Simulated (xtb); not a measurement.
Here is a job for xtb.
```
$ xtb mol.xyz --gfn 2 --uhf 1 --etemp 5000 --json

# file mol.xyz
5

C     -0.02097005     0.18801536     0.95068298
C      0.00630951     0.22182388    -0.35025560
F     -0.03482227    -0.77428364     1.82927975
F      0.01570563     1.33880864    -1.05329788
F      0.02889033    -0.83775117    -1.17626680
```

Q: Estimate the partial charges in atom order that xtb with GFN2-xTB returns for this input.

A: C1 0.06, C2 0.32, F3 -0.08, F4 -0.14, F5 -0.16

Q: What total energy (a free energy at this electronic temperature) does GFN2-xTB give?

A: -18.3403 Eh
